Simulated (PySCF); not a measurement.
CH6OSiTe, SMILES [Te](OC)[SiH3]. Geometry: PBE0-D3(BJ)/def2-SVP. The structure was generated by enumeration, and PubChem lists no compound with its InChIKey, so it may never have been made. The def2 effective core potentials stand for the cores of Te; spin–orbit coupling is left out. The values are those of a single conformer.

Question: Give the equilibrium geometry at PBE0-D3(BJ)/def2-SVP (PySCF confirms it by a frequency run) as Cartesian coordinates in Å. (The exact figures need the calculation; the answer reports its results.)

Answer: One answer among several that fit: 
```xyz
10

Te     0.1372     0.0229     0.6851
O      1.2693     0.5524    -0.9002
C      1.8228    -0.4987    -1.6446
H      1.0581    -1.1551    -2.1022
H      2.4047    -0.0347    -2.4587
H      2.5077    -1.1356    -1.0542
Si    -1.9383    -0.0138    -0.7155
H     -1.7595    -0.9495    -1.8646
H     -2.2602     1.3476    -1.2314
H     -3.0382    -0.4996     0.1719
```
Charge 0, spin multiplicity 1.
